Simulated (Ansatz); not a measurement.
`C#C[SiH](C)Cl` + HCl → `C#C[SiH](Cl)Cl` + CH₄ at 500 K and 1 bar (ligand exchange at the Si–C bond).

Gas-phase electronic energies from Ansatz, PBE0-D4/def2-TZVP geometries. CCSD(T)/CBS is the MP2 limit (def2-TZVPP, def2-QZVPP) plus CCSD(T) − MP2 in def2-TZVPP, frozen cores. This one scheme is used for every species.

```tsv
species	CCSD(T)/CBS energy (Eh)	H − E (kJ/mol)	S (J/(mol·K))
`C#C[SiH](C)Cl`	-866.03655	222.0	413.3
HCl	-460.38127	32.5	201.9
`C#C[SiH](Cl)Cl`	-1285.99086	124.2	397.5
CH₄	-40.46206	135.6	206.8
```

H − E and S are ideal-gas, rigid-rotor, harmonic terms from PBE0-D4/def2-TZVP, for one conformer and one mirror image of each species. 1 Eh = 2625.50 kJ/mol, R = 8.31446 J/(mol·K).

Q: By hand: ΔE, ΔH, ΔS and ΔG.

A: ΔE = (-1285.99086) + (-40.46206) − (-866.03655) − (-460.38127) = -0.03510 Eh = -92.2 kJ/mol. Δ(H − E) = 124.2 + 135.6 − 222.0 − 32.5 = 5.3, so ΔH = -86.9 kJ/mol. ΔS = 397.5 + 206.8 − 413.3 − 201.9 = -10.9 J/(mol·K). ΔG = -86.9 − 500 × (-10.9)/1000 = -81.5 kJ/mol.

Q: By hand: the equilibrium constant, and the temperature at which ΔG would vanish if ΔH and ΔS stayed fixed.

A: log₁₀ K = −ΔG/(RT ln 10) = 8.5. ΔG = 0 at ΔH/ΔS = 7972 K, far beyond where these terms or the molecules hold.

The number of gas molecules stays the same, so ΔS is small and ΔH decides. A doubt of 5 kJ/mol in ΔE shifts log₁₀ K by 0.5 here. Other conformers and mirror images would add mixing entropy, several J/(mol·K) or more a flexible species. These are equilibria of isolated gas molecules and say nothing of rates. Largest T1 diagnostic: 0.011 (customary marks: 0.02 for closed shells, 0.045 for open ones).
